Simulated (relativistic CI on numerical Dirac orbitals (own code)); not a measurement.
# Mn4+ in a cubic cluster: 3s photoemission with charge transfer

Computed with a charge-transfer multiplet model of a cubic metal-ligand cluster with up to 2 ligand holes, Slater and spin-orbit integrals from Dirac-Coulomb-Breit ions, Slater integrals scaled by 0.8. The ground state mixes d3 with configurations of k ligand holes L, whose averages lie at kΔ + k(k − 1)U_dd/2; a core hole lowers each added d electron by U_cd. 300 K, Lorentzian 1.4 eV and Gaussian 0.8 eV FWHM.

Atomic integrals in eV (Slater integrals scaled, ζ unscaled), ground: F2dd 9.878, F4dd 6.215, zeta_d 0.050; with the core hole: F2dd 10.619, F4dd 6.712, zeta_d 0.058, G2cd 10.306.

Cluster parameters (eV): Δ = 0, U_cd = 8.7, 10Dq = 0.8, 10Dq(ligand) = 0.8, V(eg) = 1.35, V(t2g) = -0.67, final-state hopping factor = 1.

| Case | n_d | d3 | d4L | d5L2 | S |
| --- | --- | --- | --- | --- | --- |
| U_dd = 4.6 eV | 3.91 | 0.24 | 0.61 | 0.15 | 1.50 |
| U_dd = 5.3 eV | 3.87 | 0.25 | 0.62 | 0.12 | 1.50 |
| U_dd = 6.7 eV | 3.81 | 0.28 | 0.63 | 0.09 | 1.50 |

Weights, n_d and S are thermal averages at 300 K. Binding energies count from the first peak over 30 % of the highest in each spectrum, which can be another peak from case to case. The parameters are a model scan and need not match a compound or its usual spin state. Peaks in eV (height, largest 100):
- U_dd = 4.6 eV: 0.0 (77), 5.4 (100), 12.0 (98), 17.6 (19), 20.2 (61), 28.9 (13)
- U_dd = 5.3 eV: 0.0 (69), 5.2 (100), 9.0 (37), 11.9 (89), 19.8 (54), 28.2 (13)
- U_dd = 6.7 eV: 0.0 (62), 4.7 (100), 11.7 (83), 18.9 (40), 26.9 (12)

For the case U_dd = 6.7 eV, Δ = 0 eV is smaller than U_dd = 6.7 eV, the charge-transfer side of the Zaanen-Sawatzky-Allen scheme. With the core hole the average of the configuration with one ligand hole lies at Δ − U_cd = -8.7 eV before mixing: it lies below the unscreened one, so the lowest final states are mostly screened and the unscreened weight appears at higher binding energy as a satellite.

With at most 2 ligand holes the space is cut while the next configuration still counts, so covalency is underestimated, and a final configuration with one more ligand hole, which can lie low, is missing from the spectra.

Without intra-shell correlation the exchange splitting of the 3s hole comes out too large.
